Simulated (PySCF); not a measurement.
SMILES C[SiH](C)[Si](F)(F)F (C2H7F3Si2), B3LYP/def2-SVP optimised geometry.

```
14

Si    -0.71     1.20     0.00
F     -0.20     2.04     1.28
F     -2.33     1.32     0.00
F     -0.20     2.01    -1.31
Si     0.04    -1.01     0.00
C     -0.68    -1.91    -1.50
C      1.93    -1.01     0.00
H     -0.47    -1.62     1.26
H     -0.36    -2.96    -1.50
H     -0.35    -1.44    -2.44
H     -1.78    -1.89    -1.48
H      2.33    -0.48     0.88
H      2.33    -0.52    -0.91
H      2.31    -2.04     0.03
```

Density from B3LYP/def2-TZVP run with PySCF at that geometry.

Minimum of the electron density along straight lines between bonded atoms, close to the bond critical point (lines longer than 1.1 times the sum of covalent radii, or with two minima, are not listed):

| bond | length / Å | ρ at the minimum / e bohr⁻³ | ∇²ρ there / e bohr⁻⁵ | position (fraction from the first atom) |
|---|---|---|---|---|
| Si1–F2 | 1.617 | 0.134 | 0.90 | 0.42 |
| Si1–F3 | 1.617 | 0.134 | 0.91 | 0.42 |
| Si1–F4 | 1.619 | 0.134 | 0.90 | 0.42 |
| Si1–Si5 | 2.339 | 0.096 | -0.12 | 0.64 |
| Si5–C6 | 1.888 | 0.120 | 0.15 | 0.39 |
| Si5–C7 | 1.888 | 0.120 | 0.15 | 0.39 |
| Si5–H8 | 1.494 | 0.120 | 0.14 | 0.49 |
| C6–H9 | 1.102 | 0.267 | -0.87 | 0.64 |
| C6–H10 | 1.102 | 0.268 | -0.88 | 0.64 |
| C6–H11 | 1.102 | 0.268 | -0.88 | 0.64 |
| C7–H12 | 1.102 | 0.268 | -0.88 | 0.64 |
| C7–H13 | 1.102 | 0.268 | -0.88 | 0.64 |
| C7–H14 | 1.102 | 0.267 | -0.87 | 0.64 |
